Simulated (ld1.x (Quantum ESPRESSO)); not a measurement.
# Building the ultrasoft potential for beryllium (PBE, scalar-relativistic).

ld1.x (Quantum ESPRESSO) 7.5 was run on this input:

```
&input
   title='Be', zed=4., rel=1, dft='PBE', iswitch=3,
   config='[He] 2s1.5 2p0.5 3d-2',
   nld=3, rlderiv=4.75, eminld=-2.0, emaxld=5.0, deld=0.02
 /
 &inputp
   pseudotype=3, tm=.true., lloc=-1, rcloc=4.15,
   nlcc=.false.,
   which_augfun='PSQ', rmatch_augfun_nc=.true.,
   file_pseudopw='Be.UPF', file_wfcaegen='ae.wfc', file_wfcncgen='nc.wfc', file_beta='beta', file_chi='chi', file_wfcusgen='us.wfc'
 /
6
2S  1  0   1.50   0.00  1.30  1.50  0.0
2S  1  0   0.00   1.35  1.30  1.50  0.0
2P  2  1   0.50   0.00  3.35  4.25  0.0
2P  2  1   0.00   0.65  3.35  4.25  0.0
3D  3  2  -2.00   0.25  4.10  4.40  0.0
3D  3  2  -2.00   0.70  4.10  4.40  0.0
 &test
   configts(1)='2s1.5 2p0.5'
 /
```

Command:

```bash
ld1.x < Be.in > Be.out
```

Resulting log (shortened: banner, matrices, multipoles, cross overlaps and the repeated all-electron block are left out):

```
Program LD1 v.7.5
     --------------------------- All-electron run ----------------------------

     Be
     scalar relativistic calculation

     atomic number is  4.00
     dft =PBE   lsd =0 sic =0 latt =0  beta=0.20 tr2=1.0E-14
     Exchange-correlation= PBE
                           (   1   4   3   4   0   0   0)
     mesh =1041 r(mesh) = 100.85720 a.u. xmin = -7.00 dx = 0.01250
     1 Ry =  13.60569312 eV, c = 137.03599908

     n l     nl                  e(Ry)          e(Ha)          e(eV)
     1 0     1S 1( 2.00)        -7.8612        -3.9306      -106.9569
     2 0     2S 1( 1.50)        -0.4343        -0.2172        -5.9092
     2 1     2P 1( 0.50)        -0.1687        -0.0844        -2.2959

     final scf error:  1.8E-15 reached in  18 iterations

     Etot =     -29.133561 Ry,     -14.566781 Ha,    -396.382297 eV

     Ekin =      29.003128 Ry,      14.501564 Ha,     394.607656 eV
     Encl =     -66.917522 Ry,     -33.458761 Ha,    -910.459263 eV
     Eh   =      14.174095 Ry,       7.087048 Ha,     192.848390 eV
     Exc  =      -5.393263 Ry,      -2.696631 Ha,     -73.379080 eV

     normalization and overlap integrals

     s(1S/1S) =  1.000000  <r> =   0.4205  <r2> =    0.2413  r(max) =   0.2661
     s(2S/2S) =  1.000000  <r> =   2.5844  <r2> =    8.0203  r(max) =   2.0415
     s(2P/2P) =  1.000000  <r> =   3.1581  <r2> =   12.7344  r(max) =   2.2563

     ------------------------ End of All-electron run ------------------------

     --------------------- Generating US pseudopotential ---------------------

      Generating local potential from pseudized AE potential:
      Matching radius rcloc =   4.1500

      Local pseudo, rcloc= 4.111 Estimated cut-off energy=     1.44 Ry
      Wfc-us  2S rcutus= 1.512  Estimated cut-off energy=    18.13 Ry
      Wfc-us  2S rcutus= 1.512  Estimated cut-off energy=    20.83 Ry
      Wfc-us  2P rcutus= 4.215  Estimated cut-off energy=     4.48 Ry
      Wfc-us  2P rcutus= 4.215  Estimated cut-off energy=     4.00 Ry
      Wfc-us  3D rcutus= 4.431  Estimated cut-off energy=     5.51 Ry
      Wfc-us  3D rcutus= 4.431  Estimated cut-off energy=     6.59 Ry

     Q pseudized with Bessel functions
     Expected ecutrho=     135.4774 due to l1=  0   l2=  2

     ------------------- End of pseudopotential generation -------------------

     Computing logarithmic derivative in   4.74682
     Computing logarithmic derivative in   4.74682
     Computing the partial wave expansion
     R is outside the sphere for l=    0 j= 0.00
     R is outside the sphere for l=    0 j= 0.00
     R is outside the sphere for l=    1 j= 0.00
     R is outside the sphere for l=    1 j= 0.00
     R is outside the sphere for l=    2 j= 0.00
     R is outside the sphere for l=    2 j= 0.00

     ---------------------- Testing the pseudopotential ----------------------

     Be
     scalar relativistic calculation

     atomic number is  4.00   valence charge is  2.00
     dft =PBE   lsd =0 sic =0 latt =0  beta=0.20 tr2=1.0E-14
     mesh =1041 r(mesh) = 100.85720 xmin = -7.00 dx = 0.01250

     n l     nl             e AE (Ry)        e PS (Ry)    De AE-PS (Ry)
     1 0     2S   1( 1.50)       -0.43432       -0.43432        0.00000
     2 1     2P   1( 0.50)       -0.16875       -0.16875        0.00000

     eps = 2.2E-15  iter =  1

     Etot =     -29.133561 Ry,     -14.566781 Ha,    -396.382297 eV
     Etotps =    -1.864690 Ry,      -0.932345 Ha,     -25.370399 eV

     Ekin =       0.667866 Ry,       0.333933 Ha,       9.086780 eV
     Encl =      -3.086437 Ry,      -1.543219 Ha,     -41.993118 eV
     Ehrt =       1.339815 Ry,       0.669908 Ha,      18.229112 eV
     Ecxc =      -0.734741 Ry,      -0.367371 Ha,      -9.996662 eV
     Epseu=      -0.051193 Ry,      -0.025596 Ha,      -0.696511 eV

     ---------------------- End of pseudopotential test ----------------------
```

Generation and configuration tests took about 1.2 s on one core of a shared server CPU.
